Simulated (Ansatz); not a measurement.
AlClF₃ (charge -1), closed shell: a pair in one relaxed arrangement.

in.yaml

```yaml
crystal:
  periodic: [false, false, false]
  atoms:
    - {symbol: Cl, position_ang: [-0.394912, 0.158727, -2.023476]}
    - {symbol: F, position_ang: [1.431970, -0.899647, 0.316724]}
    - {symbol: Al, position_ang: [0.021076, -0.008461, 0.107868]}
    - {symbol: F, position_ang: [-1.270395, -0.786484, 0.853012]}
    - {symbol: F, position_ang: [0.212361, 1.535866, 0.745772]}
basis:
  gaussian: {orbitals: "def2-TZVPPD.json"}
total_charge: -1
hamiltonian: {xc: {name: B3LYP}, dispersion: d4}
```

The basis file named in the input lies beside it (Basis Set Exchange, JSON).

Run by:

```bash
ansatz run in.yaml --threads 4 --pin off --events-out ev --progress --plain --max-ram 9574MiB
```

Output of Ansatz 0.2.0:

```
Functional definition: B3LYP
  name "B3LYP"
  cite "Stephens, Devlin, Chabalowski & Frisch, J. Phys. Chem. 98, 11623 (1994) doi:10.1021/j100096a001"
  cite "Becke, Phys. Rev. A 38, 3098 (1988) doi:10.1103/PhysRevA.38.3098"
  cite "Lee, Yang & Parr, Phys. Rev. B 37, 785 (1988) doi:10.1103/PhysRevB.37.785"
  cite "Vosko, Wilk & Nusair, Can. J. Phys. 58, 1200 (1980) doi:10.1139/p80-159"
  parameter a0 = 0.2
  parameter ax = 0.72
  parameter ac = 0.81
  exchange = (1 - a0 - ax)*slater_x + ax*b88_x + a0*exact_x
  correlation = (1 - ac)*vwn_rpa_c + ac*lyp_c
1233 factors; their error is unknown
mean field evaluation 1: about -27285.9129 eV, gradient 2.4e1 eV
mean field evaluation 2: about -27284.6960 eV, gradient 4.0e1 eV
mean field evaluation 4: about -27286.8181 eV, gradient 1.0e0 eV
mean field evaluation 8: about -27286.8817 eV, gradient 6.2e-2 eV
mean field -27286.88169355 eV, -1002.7744065253 hartree, gradient 6.3e-5 eV, S^2 0.000000; 0 other end points of the search recorded, 0 dependent functions left out
reference -27286.88197246 eV, -1002.7744167749 hartree; 29, 29 occupied and 190, 190 virtual orbitals, 1233 factors
Total energy: -27287.06608290 eV, -1002.7811827088 hartree
```

The lines “mean field evaluation” count trial sets of orbitals through the whole run, from several starts and some on an approximate energy, so they need not fall steadily or lie above the final value.

Hardware: 4 CPU threads of an Arm Neoverse V1, shared host. Wall time about 2.5 s.
